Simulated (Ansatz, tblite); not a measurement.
Cost and result up the ladder for the cluster Cu2O⁺ (3 atoms). The state is a doublet with charge 1. Geometry: r2SCAN-D4/def2-TZVP.

Cartesian coordinates in Å:
```
Cu 0.785 -0.860 -1.160
Cu -0.525 1.187 1.008
O -0.260 -0.327 0.151
```

Ansatz on 4 threads of Arm Neoverse V1 on a shared host; xTB runs through tblite on one thread. Times are rough, summed over both states, and most runs start from the orbitals of an earlier one. CCSD(T)/def2-TZVPP serves as the yardstick here, not as an exact answer. The other state is a quartet at its own geometry.

The xTB rows come from tblite. Correlated methods freeze 19 core orbitals. In CCSD on the charge 1 doublet the largest single amplitude is 0.18, so its Hartree–Fock determinant may place the open shell otherwise than the density functionals do. The structure comes from a short search, and lower isomers may exist.

Second-order perturbation terms are unreliable where d shells bring near-degenerate states, and here PBE-QIDH/def2-TZVP, MP2/def2-TZVP lie more than 0.4 eV from the median of the functionals without such a term.

Correlated methods converge slowly with the basis.

xTB has no spin-polarisation term.

```json
{"level": "GFN2-xTB", "functions": "22", "wall time": "0.005 s"}
{"level": "GFN1-xTB", "functions": "22", "wall time": "0.006 s"}
{"level": "PBE-D4/def2-TZVP", "functions": "121", "wall time": "5.3 s"}
{"level": "HF/def2-TZVP", "functions": "121", "wall time": "5.5 s"}
{"level": "MP2/def2-TZVP", "functions": "121", "wall time": "6.8 s"}
{"level": "RPA@PBE/def2-TZVP", "functions": "121", "wall time": "8.3 s"}
{"level": "r2SCAN-D4/def2-TZVP (with forces)", "functions": "121", "wall time": "14 s"}
{"level": "PBE-QIDH/def2-TZVP", "functions": "121", "wall time": "21 s"}
{"level": "BHLYP-D4/def2-TZVP", "functions": "121", "wall time": "23 s"}
{"level": "r2SCANh-D4/def2-TZVP", "functions": "121", "wall time": "27 s"}
{"level": "ωB97X-V/def2-TZVP", "functions": "121", "wall time": "50 s"}
{"level": "CCSD(T)/def2-TZVPP", "functions": "159", "wall time": "62 s"}
```

(1) Estimate what each level gives for the quartet − doublet (eV).

Answers

(1) 
```tsv
level	quartet − doublet (eV)	difference from CCSD(T)/def2-TZVPP (eV)
GFN2-xTB	4.70	1.95
GFN1-xTB	2.69	-0.06
PBE-D4/def2-TZVP	1.96	-0.79
HF/def2-TZVP	0.49	-2.26
MP2/def2-TZVP	3.59	0.84
RPA@PBE/def2-TZVP	2.02	-0.73
r2SCAN-D4/def2-TZVP (with forces)	2.05	-0.70
PBE-QIDH/def2-TZVP	2.79	0.04
BHLYP-D4/def2-TZVP	2.17	-0.59
r2SCANh-D4/def2-TZVP	2.45	-0.30
ωB97X-V/def2-TZVP	2.97	0.22
CCSD(T)/def2-TZVPP	2.75	0.00
```
